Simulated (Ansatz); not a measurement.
Cost and result for the atomization energy of C4H6BCl (`C=C=C(C)BCl`) (12 atoms, 11 bonds).

```xyz
12

C    -1.940   -1.284    0.040
C    -0.852   -0.579    0.023
C     0.267    0.112    0.015
C     0.318    1.550   -0.429
B     1.493   -0.674    0.493
Cl    3.067    0.100    0.544
H    -2.246   -1.863   -0.825
H    -2.574   -1.313    0.920
H     0.700    2.183    0.376
H    -0.666    1.915   -0.724
H     1.002    1.664   -1.273
H     1.431   -1.811    0.840
```

Charge 0, multiplicity 1. The structure was optimised at the PBE0-D4/def2-TZVP level. It is one conformer, not always the lowest. Program: Ansatz. All runs use 4 threads of a server CPU on a shared host. Times are those of one run each, without the atoms' runs, and a repeat can differ threefold. Electronic energies, without spin–orbit coupling; frozen cores. CCSD(T)/CBS adds CCSD(T) − MP2 in def2-TZVPP to the MP2 limit, and its time is that of the two runs behind it. T1 = 0.012. B3LYP takes the VWN-RPA correlation (the form of Gaussian; ORCA's B3LYP/G).

CCSD(T)/CBS is a level of theory with its own doubt, some kJ/mol a heavy atom from the limit and from the frozen cores, so smaller differences don't rank the functionals.

```tsv
level	functions	wall time	atomization (kJ/mol)	difference from CCSD(T)/CBS	per bond
LDA (SPW92)/def2-TZVPP	281	2.1 s	5740.1	754.1	68.6
revPBE-D4/def2-TZVPP	281	3 s	5040.9	54.9	5.0
BLYP-D4/def2-TZVPP	281	3.4 s	5018.1	32.1	2.9
CAM-B3LYP-D4/def2-TZVPP	281	3.5 s	5029.0	43.0	3.9
PBE-D4/def2-TZVPP (with forces)	281	3.8 s	5165.5	179.5	16.3
r2SCANh-D4/def2-TZVPP	281	4.6 s	5024.6	38.6	3.5
CCSD(T)/def2-SVP	118	5.5 s	4811.0	-175.0	-15.9
PBE-QIDH/def2-TZVPP	281	6 s	5022.0	36.0	3.3
B3LYP-D4/def2-TZVPP (with forces)	281	6.5 s	5023.0	37.0	3.4
ωB97M-V/def2-TZVPP (with forces)	281	9 s	5029.7	43.7	4.0
MP2/def2-QZVPP	535	24 s	5051.4	65.4	6.0
CCSD(T)/def2-TZVPP	281	2.4 min	4876.0	-110.0	-10.0
CCSD(T)/CBS(def2)	–	2.8 min	4986.0	0.0	0.0
```

The D4 term adds +41.8 kJ/mol with B3LYP and +22.2 kJ/mol with PBE0; it sums over pairs of atoms, weighted by their polarisabilities, and B3LYP, whose exchange is more repulsive, gets the larger term. From PBE to PBE0 (25 % exact exchange), in def2-TZVPP and without D4, the atomization energy moves by −84.5 kJ/mol: exact exchange takes away binding that semilocal exchange gives to molecules. At CCSD(T), def2-SVP lies −174.9 kJ/mol from the extrapolated value and def2-TZVPP −109.9 kJ/mol: correlation converges slowly with the basis, and small sets miss more of it in the bonded molecule than in its fragments.
